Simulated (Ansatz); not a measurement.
Geometry optimisation, RKS PBE0/def2-SVP in Ansatz 0.2.0.

The input (input.yaml):

```yaml
crystal:
  periodic: [false, false, false]
  atoms:
    - { symbol: In, position_ang: [1.32719, 0.788435, -0.617194] }
    - { symbol: F, position_ang: [2.048331, -0.83492, 0.251071] }
    - { symbol: O, position_ang: [0.333926, 0.549279, -2.311599] }
    - { symbol: O, position_ang: [1.684294, 2.51346, 0.297424] }
    - { symbol: H, position_ang: [-0.084575, -1.130648, 0.643864] }
    - { symbol: Si, position_ang: [-1.514788, -1.360762, 0.780973] }
    - { symbol: H, position_ang: [0.015756, 1.398328, -2.647295] }
    - { symbol: H, position_ang: [2.200625, 2.372991, 1.101394] }
    - { symbol: H, position_ang: [-2.246401, -0.055581, 0.70033] }
    - { symbol: H, position_ang: [-1.986414, -2.256529, -0.31321] }
    - { symbol: H, position_ang: [-1.777843, -1.984053, 2.114342] }
basis:
  gaussian: { orbitals: def2-SVP }
hamiltonian:
  xc: pbe0
relax:
  f_tol: 0.03
  max_steps: 50
```

Run as:

```bash
$ ansatz run input.yaml --threads 2 --pin off --max-ram 3072MiB --backend cpu --events-out ev --progress --plain --runs-dir out
```

Q: Where does it end, and by what steps?

A: The run converged. The force dipped under the threshold on the way, but the program's further checks kept it going. After 16 steps the energy has fallen by 0.200 eV; H7 moved furthest, 0.96 Å.

```csv
step,energy less start (eV),largest force component (eV/Å),accepted
0,0.0000,0.916,yes
1,-0.0491,0.271,yes
2,-0.0704,0.234,yes
3,-0.0980,0.484,yes
4,-0.1125,0.640,yes
5,-0.1404,0.332,yes
6,-0.1670,0.171,yes
7,-0.1852,0.200,yes
8,-0.1915,0.124,yes
9,-0.1948,0.115,yes
10,-0.1972,0.065,yes
11,-0.1964,0.175,no
12,-0.1991,0.036,yes
13,-0.1989,0.102,no
14,-0.1998,0.019,yes
15,-0.2001,0.035,yes
16,-0.2002,0.028,yes
```

```xyz
11
Properties=species:S:1:pos:R:3
In 1.330 0.539 -0.430
F 2.729 -0.815 -0.234
O -0.104 0.203 -1.780
O 1.566 2.286 0.491
H -0.111 -0.598 0.948
Si -1.484 -1.106 0.535
H -0.580 1.014 -1.994
H 2.343 2.271 1.063
H -2.331 0.060 0.167
H -1.341 -2.115 -0.544
H -2.018 -1.739 1.778
```

Whether the end is a true minimum wasn't checked by a vibrational analysis.

Time of the run: 2.1 min on 2 threads of Arm Neoverse N1, with other jobs on the host, peak memory 0.28 GiB.
